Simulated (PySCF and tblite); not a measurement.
Values are calculated unless marked as measured or tabulated.
System: 2,4-difluorophenol, C6H4F2O, numbered as in [OH:1][c:2]1[cH:3][cH:4][c:5]([F:6])[cH:7][c:8]1[F:9].

For the rotation about the C2–O1 bond (torsion C3–C2–O1–H from -180° to 0°, rising): electronic barrier 4.97 kcal/mol, zero-point change -0.77 kcal/mol, thermal and entropy terms at 250 K a further 0.02 kcal/mol (symmetry numbers apart). The minimum is Cs, the saddle C1. Level: PBE0/pcSseg-1 + D3(BJ) on GFN2-xTB stationary points, with GFN2-xTB thermal terms. Rates follow Eyring's equation with the number of equivalent paths and no tunnelling. Programs: tblite and PySCF.

(1) How many equivalent paths lead out of the minimum?

(2) Work out the rate at 250 K.

## Answers

(1) 2: the symmetry number of the minimum is 1, that of the saddle displaced along its mode 1, and the displaced saddle is chiral while the minimum is not, which doubles the count.

(2) ΔG‡ = 4.22 kcal/mol; k_B T/h = 5.2×10¹² s⁻¹; exp(−ΔG‡/RT) = 0.0002; times 2 gives k = 2.1×10⁹ s⁻¹. Wigner's tunnelling factor for the 438i cm⁻¹ mode would be 1.26.
